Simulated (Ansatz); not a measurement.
Reaction (SMILES): [C]Br (C-Br) → Br atom + C atom
B3LYP-D3(BJ)/def2-TZVP geometries, fixed; electronic energies without zero-point terms.

Basis-set convergence of the atomisation energy at PBE with Ansatz (a quantum-chemistry and plane-wave program). All functions are spherical. The program fits the integrals of some runs and decomposes those of others, by size. Open shells are unrestricted. No added dispersion term, no relativity. Functions are those of the species that has most. Reference: the value in aug-cc-pV5Z, 95.21 kcal/mol, itself unsure by roughly 0.14 kcal/mol (its mean distance from pcseg-4, aug-pcseg-3, aug-cc-pVQZ). Deviations are taken from unrounded values.

```tsv
basis	functions	atomisation energy (kcal/mol)
cc-pVDZ	41	93.57
aug-cc-pVDZ	59	93.84
pcseg-1	41	91.72
aug-pcseg-1	59	91.81
def2-SVP	46	95.01
def2-SVPD	61	94.80
cc-pVTZ	73	94.62
aug-cc-pVTZ	105	94.86
pcseg-2	73	94.53
aug-pcseg-2	105	94.78
def2-TZVPP	79	95.08
def2-TZVPPD	94	95.18
cc-pVQZ	123	95.02
aug-cc-pVQZ	173	95.19
pcseg-3	128	94.93
aug-pcseg-3	178	95.02
def2-QZVPP	146	94.91
def2-QZVPPD	161	95.06
cc-pV5Z	195	95.09
aug-cc-pV5Z	267	95.21
```

What the diffuse functions change, pair by pair:
- cc-pVDZ to aug-cc-pVDZ: 18 more functions, deviation -1.65 to -1.38 kcal/mol
- pcseg-1 to aug-pcseg-1: 18 more functions, deviation -3.49 to -3.41 kcal/mol
- def2-SVP to def2-SVPD: 15 more functions, deviation -0.20 to -0.42 kcal/mol
- cc-pVTZ to aug-cc-pVTZ: 32 more functions, deviation -0.60 to -0.36 kcal/mol
- pcseg-2 to aug-pcseg-2: 32 more functions, deviation -0.69 to -0.43 kcal/mol
- def2-TZVPP to def2-TZVPPD: 15 more functions, deviation -0.13 to -0.04 kcal/mol
- cc-pVQZ to aug-cc-pVQZ: 50 more functions, deviation -0.19 to -0.03 kcal/mol
- pcseg-3 to aug-pcseg-3: 50 more functions, deviation -0.28 to -0.20 kcal/mol
- def2-QZVPP to def2-QZVPPD: 15 more functions, deviation -0.31 to -0.15 kcal/mol
- cc-pV5Z to aug-cc-pV5Z: 72 more functions, deviation -0.12 to 0.00 kcal/mol

Leaving out the reference's own pair, they bring the value nearer the reference by more than 0.14 kcal/mol in 5 of 9 pairs.
